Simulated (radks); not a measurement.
Problem. Radial electron density D(r) = 4 pi r^2 rho(r) of an atom or ion with 51 electrons. Method: Dirac Kohn-Sham, PBE, spin-unpolarised, spherical densities, finite nucleus; Fermi nuclear charge, rms radius of each element as measured or else 0.836 A^(1/3) + 0.57 fm; computed with a radial shooting solver on a logarithmic mesh with Libxc functionals.

| r (bohr) | D(r) (e/bohr) |
|---|---|
| 0.002272 | 15.16 |
| 0.002603 | 18.48 |
| 0.002982 | 22.39 |
| 0.003417 | 26.94 |
| 0.003883 | 31.82 |
| 0.004449 | 37.65 |
| 0.005097 | 44.08 |
| 0.005793 | 50.58 |
| 0.006637 | 57.79 |
| 0.007604 | 65.03 |
| 0.008642 | 71.54 |
| 0.009901 | 77.73 |
| 0.01134 | 82.71 |
| 0.01289 | 85.90 |
| 0.01477 | 87.40 |
| 0.01692 | 86.89 |
| 0.01923 | 84.83 |
| 0.02204 | 81.66 |
| 0.02525 | 78.58 |
| 0.02869 | 77.00 |
| 0.03287 | 77.95 |
| 0.03766 | 82.38 |
| 0.0428 | 89.53 |
| 0.04904 | 98.89 |
| 0.05618 | 107.5 |
| 0.06437 | 112.5 |
| 0.07316 | 111.9 |
| 0.08382 | 105.6 |
| 0.09603 | 96.09 |
| 0.1091 | 88.26 |
| 0.125 | 85.19 |
| 0.1433 | 88.77 |
| 0.1628 | 95.37 |
| 0.1865 | 99.59 |
| 0.2137 | 95.10 |
| 0.2429 | 81.87 |
| 0.2783 | 63.05 |
| 0.3188 | 47.47 |
| 0.3624 | 41.12 |
| 0.4151 | 42.85 |
| 0.4756 | 47.48 |
| 0.5406 | 48.49 |
| 0.6193 | 43.15 |
| 0.7096 | 32.82 |
| 0.8064 | 22.01 |
| 0.9239 | 12.44 |
| 1.059 | 6.088 |
| 1.213 | 2.599 |
| 1.378 | 1.032 |
| 1.579 | 0.3359 |
| 1.809 | 0.09198 |
| 2.056 | 0.02230 |
| 2.356 | 0.003804 |
| 2.699 | 0.0004666 |

What is the nuclear charge?

Solution. Z = 64. The innermost maximum, from 1s, lies near gamma/Z bohr with gamma = sqrt(1 - (Z/c)^2) = 0.884, here 0.0138 bohr (found: 0.0153), and its height grows with Z. The density is that of the gadolinium ion Gd13+ in [Kr] 4d10 4f5; the configuration itself is not fixed sharply by these data, and Z only to a few units. D(r) has 4 maxima, at r = 0.0153, 0.0675, 0.188, 0.519 bohr, and minima at 0.0294, 0.124, 0.374 bohr, inside which lie 2.01, 11.21, 29.40 electrons.
